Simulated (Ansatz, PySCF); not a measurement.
Donor–acceptor adduct: GaH3 (SMILES [GaH3]) (first 4 atoms) with PH3 (SMILES P); geometry from B3LYP-D3(BJ)/def2-TZVP, rigid monomers moved along the line of their centres of mass till Ga1···P5 is 4.63 Å.
(charge 0, multiplicity 1):
```xyz
8

Ga    -0.461     0.489     0.710
H     -1.539     1.497     1.266
H     -0.951    -0.799    -0.056
H      1.004     1.012     0.455
P      0.429    -1.598     4.743
H      1.381    -2.635     4.786
H      0.918    -0.831     5.819
H     -0.614    -2.255     5.424
```

Monomers are frozen at their geometry in the pair; levels with a basis set take the counterpoise correction. Rows marked so take none.

Correlated levels freeze the cores. Filled d and f shells under p-block atoms count as core. CBS: X⁻³ extrapolation of the correlation energy, Hartree–Fock from the larger set. Rows in 6-31G* carry no dispersion term and start afresh at each structure (6-31G* with six Cartesian d functions); the Pople sets are all-electron and without relativity. MP2/6-31G* freezes PySCF's default core, which leaves 3d correlated.

The values were computed with Ansatz (a quantum-chemistry and plane-wave program) with Gaussian orbitals; PySCF for 6-31G* rows, the dispersion terms. 

```json
[
 {"level": "HF/6-31G* (no counterpoise)", "interaction energy (meV)": "-82.2"},
 {"level": "PBE/def2-TZVPPD", "interaction energy (meV)": "-71.2"},
 {"level": "PBE-D4/def2-TZVPPD", "interaction energy (meV)": "-91.5"},
 {"level": "B3LYP/6-31G* (no counterpoise)", "interaction energy (meV)": "-73.6"},
 {"level": "B3LYP/def2-TZVPPD", "interaction energy (meV)": "?"},
 {"level": "MP2/6-31G* (no counterpoise)", "interaction energy (meV)": "?"},
 {"level": "SCS-MP2/def2-TZVPPD", "interaction energy (meV)": "-77.5"},
 {"level": "CCSD/def2-SVPD", "interaction energy (meV)": "-80.3"},
 {"level": "CCSD(T)/CBS(def2-SVPD, def2-TZVPPD)", "interaction energy (meV)": "-78.9"}
]
```

Some entries are withheld; supply them.


- B3LYP/def2-TZVPPD, interaction energy (meV): -57.0
- MP2/6-31G* (no counterpoise), interaction energy (meV): -94.6
